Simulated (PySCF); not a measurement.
Harmonic spectrum computed at PBE0 in the def2-SVPD basis family (core potentials from Rb on, PySCF, no spin–orbit coupling):

```
ω (cm⁻¹)  IR (km/mol, summed over degenerate members)  degeneracy
     149                                          7.7           2
     189                                         19.1           1
     478                                          278           2
     505                                          121           1
```

Q: Which molecule gave it? In each, all ligands are bound to the one heavy central atom.
A. SeF₃⁻ (singlet)
B. PbF₃⁻ (singlet)
C. CuF₃⁻ (doublet)
D. GeF₃⁻ (singlet)
E. SnF₃⁻ (singlet)

A: E. It has C3v symmetry with Sn–F 2.035 Å (×3).
